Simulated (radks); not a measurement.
Pd38+, configuration [He] 2s2 2p4 (the NIST ground configuration). Method: Dirac Kohn-Sham, relativistic LDA (MacDonald-Vosko exchange, VWN5 correlation), spin-unpolarised, spherical densities, finite nucleus; open shells fill j = l - 1/2 first; Fermi nuclear charge, rms radius 4.5318 fm; computed with a radial shooting solver on a logarithmic mesh with Libxc functionals. Some entries of the table are withheld. Estimate them.

orbital,occ.,eigenvalue (hartree),<1/r> (bohr^-1)
1s1/2,2,-982.7073,48.13
2s1/2,2,(1),(2)
2p1/2,2,(3),(4)
2p3/2,2,(5),(6)

Answer. 
(1) 2s1/2 eigenvalue (hartree): -217.7683
(2) 2s1/2 <1/r> (bohr^-1): 11.49
(3) 2p1/2 eigenvalue (hartree): -211.0979
(4) 2p1/2 <1/r> (bohr^-1): 11.44
(5) 2p3/2 eigenvalue (hartree): -204.7515
(6) 2p3/2 <1/r> (bohr^-1): 10.79
